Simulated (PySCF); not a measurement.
## [TiCl5]2-: what the settings change

[TiCl5]2- holds Ti(III), d1, at total charge -2. The structure is a PBE0-D3(BJ)/def2-TZVP, IEF-PCM water geometry optimised for multiplicity 2; coordination trigonal bipyramidal, point group Cs, metal–donor distances 2.31–2.44 Å.

```
6

Ti    0.0000    0.0000    0.0000
Cl   -0.0003    0.0272    2.4398
Cl   -0.0003    0.0272   -2.4398
Cl   -1.0428   -2.0973    0.0000
Cl    2.3260   -0.1892    0.0000
Cl   -1.1953    1.9825    0.0000
```

Method (PySCF 2.14, density fitting): CASSCF(1,5) with orbitals averaged over all microstates of the shell, strongly contracted NEVPT2 on the averaged canonical orbitals; basis x2c-TZVPall on the metal, x2c-SVPall elsewhere; spin-free X2C; IEF-PCM water; spin-orbit coupling by state interaction with the mean-field operator over all roots.

Base run: NEVPT2 ground state 2A'', next 2A'' at 493, then 2A' at 4030 cm⁻¹, ζ 118 cm⁻¹, g 1.475 1.807 1.888, μeff(300 K) 1.80 μB.

Task: What happens with the basis x2c-TZVPall on all atoms?

Result: NEVPT2 ground state 2A'', next 2A'' at 500, then 2A' at 3915 cm⁻¹, ζ 118 cm⁻¹, g 1.482 1.804 1.888, μeff(300 K) 1.80 μB. It took 29 s against 11 s on a shared host of the same kind.

Task: What happens with the basis x2c-TZVPall on all atoms?

Result: NEVPT2 ground state 2A'', next 2A'' at 500, then 2A' at 3915 cm⁻¹, ζ 118 cm⁻¹, g 1.483 1.805 1.888, μeff(300 K) 1.80 μB.

Charge-transfer states lie outside this active space and may come lower than some of these levels. NEVPT2 on the d shell alone tends to put d–d bands too high for such charged or covalently bound ions.
